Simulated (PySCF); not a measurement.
**[Nb(=O)(SH)3] (charge 0, multiplicity 1)**

Computed with TPSSh-D3(BJ)/def2-TZVP // TPSS-D3(BJ)/def2-SVP in PySCF.

```yaml
HOMO: -7.01 eV
dipole_moment: 0.95 D
LUMO: -3.07 eV
HOMO–LUMO gap: 3.94 eV
charge on the central atom (Mulliken): 1.22 e
total_energy: -1328.9183 Ha
cost: roughly 6 core-minutes
```

```xyz
8

Nb     0.0054    -0.1245    -0.1800
O      1.2905     0.8269     0.4016
S     -1.9787     1.2126    -0.3188
H     -1.4071     2.3130     0.2358
S     -0.2280    -1.8669     1.4400
H     -1.2703    -2.4503     0.7859
S      0.5802    -1.0063    -2.3327
H      1.8302    -0.4746    -2.3334
```
